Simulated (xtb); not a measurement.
n-butyl acetate (C6H12O2), singlet, geometry from GFN2-xTB. Base run: GFN0-xTB (xtb 6.7.1).

Geometry (Å):
```xyz
20

C     -3.8944     0.5945    -0.3391
C     -2.6800    -0.3159    -0.2049
C     -1.3848     0.4873    -0.1195
C     -0.1722    -0.4209     0.0152
O      1.0003     0.3918     0.0828
C      2.1680    -0.2518     0.1777
C      3.3156     0.7225     0.2373
O      2.2680    -1.4495     0.2089
H     -3.8183     1.2023    -1.2378
H     -4.8070     0.0067    -0.3984
H     -3.9694     1.2596     0.5181
H     -2.7832    -0.9313     0.6912
H     -2.6320    -0.9882    -1.0640
H     -1.4198     1.1583     0.7406
H     -1.2680     1.0999    -1.0153
H     -0.2330    -1.0330     0.9225
H     -0.0859    -1.0987    -0.8419
H      3.1870     1.3807     1.0927
H      3.3183     1.3321    -0.6627
H      4.2512     0.1789     0.3218
```
Charge 0, spin multiplicity 1.
All else is at xtb's defaults.
Base energy -25.92503 Eh.

Variants of this job, named by their change:

```
change     ΔE vs base (kJ/mol)  HOMO-LUMO gap (eV)
---------  -------------------  ------------------
base                      0.00                4.67
acc = 0.1                 0.00                4.67
acc = 30                  0.00                4.67
```
